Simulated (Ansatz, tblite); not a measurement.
Cost and result up the ladder for B₈P₇H₂₄⁻, a nanocrystal cut from zinc blende BP (hydrogen-capped) (39 atoms). Total charge -1; singlet. Geometry: r2SCAN-D4/def2-SVP.

Cartesian coordinates in Å:
```
B -0.4069 2.5726 -2.6560
B -2.6141 -1.2293 2.3431
B -1.4801 0.7911 -0.0521
B 1.2876 2.3315 0.1441
B 0.1932 0.4475 2.6224
B 1.4572 -0.8344 0.0090
B 2.4783 0.9748 -2.5966
B 0.2717 -2.8259 2.4038
P -1.5328 1.1415 -1.9620
P 1.3572 2.3842 -1.8181
P -2.6045 -0.7057 0.4661
P -0.7496 -1.2435 2.9536
P 1.8414 -0.7267 -1.8921
P 0.7702 -2.5731 0.5370
P 0.3578 0.6714 0.6683
H -0.3692 2.4910 -3.8736
H -0.9349 3.5923 -2.2364
H -3.1599 -2.3165 2.4477
H -3.2038 -0.3149 2.9007
H -1.9682 1.7744 0.4805
H 0.6275 3.2773 0.5476
H 2.4263 2.2811 0.5846
H -0.4792 1.3726 3.0528
H 1.3198 0.3767 3.0902
H 2.5324 -0.7157 0.5736
H 2.4271 0.9420 -3.8161
H 3.6092 1.0764 -2.1433
H -0.3625 -3.8641 2.5067
H 1.3412 -2.8292 2.9962
H -2.8865 1.3541 -2.3526
H -1.3294 -0.0816 -2.6636
H 2.0273 3.5803 -2.1965
H -3.9356 -0.4550 0.0239
H -2.3310 -1.8097 -0.3917
H -0.8687 -1.4052 4.3616
H 0.7190 -1.2162 -2.6201
H 2.7516 -1.7674 -2.2365
H -0.2826 -2.9438 -0.3483
H 1.7033 -3.5748 0.1422
```

Ansatz on 2 threads of AMD EPYC 7R13 on a shared host and a share (18 GiB) of an NVIDIA H100 80GB HBM3; xTB runs through tblite on one thread. Times are rough, summed over both states, and most runs start from the orbitals of an earlier one. PBE0-D4/def2-TZVP serves as the yardstick here, not as an exact answer. The other state is a doublet.

The xTB rows come from tblite. B3LYP takes the VWN-RPA correlation. Single mean-field runs in def2-TZVP are fitted with def2-universal-jkfit. HOMO above LUMO, or a gap near zero within one spin, warns that the state may not be the lowest or that an electron is smeared out.

Raw xTB energies of ions are shifted by several eV.

```
                           level  functions  wall time  vertical IE (eV)  difference from PBE0-D4/def2-TZVP (eV)                                  remarks
                        GFN2-xTB        119     0.17 s              8.05                                    3.03                                        –
                        GFN1-xTB        143     0.26 s              8.89                                    3.87                                        –
                PBE-D4/def2-TZVP        651       30 s              4.64                                   -0.37  gap within one spin near zero (doublet)
B3LYP-D4/def2-TZVP (with forces)        651       30 s              5.04                                    0.03                                        –
 PBE0-D4/def2-TZVP (with forces)        651       34 s              5.01                                    0.00                                        –
```
